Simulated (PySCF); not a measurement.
## Ionisation energy of Au⁶⁴⁺ by level of theory

Au⁶⁴⁺ [Ne] 3s2 3p3 [3p1/2^2 3p3/2^1, M_J = 3/2] → Au⁶⁵⁺ [Ne] 3s2 3p2 [3p1/2^2, M_J = 0], as a difference of total energies. Computed with PySCF 2.14 in an even-tempered Gaussian basis (17 s from 21 bohr⁻², ratio 2.4; 14 p from 28 bohr⁻², ratio 2.4; 4 d from 95 bohr⁻², ratio 2.6; 4 f from 140 bohr⁻², ratio 2.6), with the two-component X2C-1e Hamiltonian. Correlated levels: 1s2 frozen; the 46 highest virtual spinors dropped. "Screened" scales the spin-orbit matrix elements by Boettger's factors to mimic the two-electron term; Breit and QED terms are absent.

| method | ionisation energy (eV) |
| --- | --- |
| GHF (spin-free) | 7295.8 |
| GMP2 (spin-free) | 7296.4 |
| GHF (screened spin-orbit) | 7134.7 |
| GMP2 (screened spin-orbit) | 7135.4 |

Breit and QED terms and the two-electron picture change are absent.

The spin-free rows relax to the high-spin LS determinant and lack the spin-orbit shift.

The labels give the starting determinants; with spin-orbit coupling the two ends relaxed to ⟨J²⟩ = 3.75, ⟨L²⟩ = 2.62, ⟨S²⟩ = 1.49 and ⟨J²⟩ = 0.00, ⟨L²⟩ = 1.36, ⟨S²⟩ = 1.36.

For comparison: 7130 ± 24 eV (theoretical estimate listed by NIST; NIST Atomic Spectra Database, ionization energies).
